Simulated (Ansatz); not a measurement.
Reaction: C2H4B (SMILES [BH]C=C, doublet) → C2H4B (SMILES BC=[CH], doublet)
Each species at its own B3LYP-D3(BJ)/def2-TZVP minimum (Ansatz, a program for electronic structure).

Total energies in hartree (Ansatz). Open shells are spin-unrestricted; no spin-orbit coupling. Cores are frozen in correlated methods. No relativity. The UHF reference of C2H4B ([BH]C=C, doublet) is spin-contaminated (<S^2> up to 0.17 over the pure value in the sets run). The UHF reference of C2H4B (BC=[CH], doublet) is spin-contaminated (<S^2> up to 0.20 over the pure value in the sets run).

```tsv
species	HF/cc-pVTZ	CCSD(T)/cc-pVTZ	HF/cc-pVQZ	CCSD(T)/cc-pVQZ	CCSD(T)/cc-pVDZ	CCSDT(Q)/cc-pVDZ
1: C2H4B (SMILES [BH]C=C, doublet)	-102.68526	-103.13098	-102.69189	-103.15992	-103.02874	-103.03103
2: C2H4B (SMILES BC=[CH], doublet)	-102.68560	-103.12470	-102.69212	-103.15270	-103.02512	-103.02770
```

**Question.** Work out the isomerisation energy (electronic) in kJ/mol: take Hartree-Fock from cc-pVQZ, extrapolate the CCSD(T) correlation energy as X^-3 (X = 3, 4), and add CCSDT(Q) - CCSD(T) in cc-pVDZ. 1 hartree = 2625.5 kJ/mol.

**Answer.** 
Species 1: correlation (64·(-0.46803) - 27·(-0.44572))/37 = -0.48431; step -0.00229; E1 = -102.69189 + (-0.48431) + (-0.00229) = -103.17849
Species 2: correlation (64·(-0.46058) - 27·(-0.43910))/37 = -0.47625; step -0.00258; E2 = -102.69212 + (-0.47625) + (-0.00258) = -103.17095
-1·E1 +1·E2 = 0.00754 hartree = 19.8 kJ/mol.
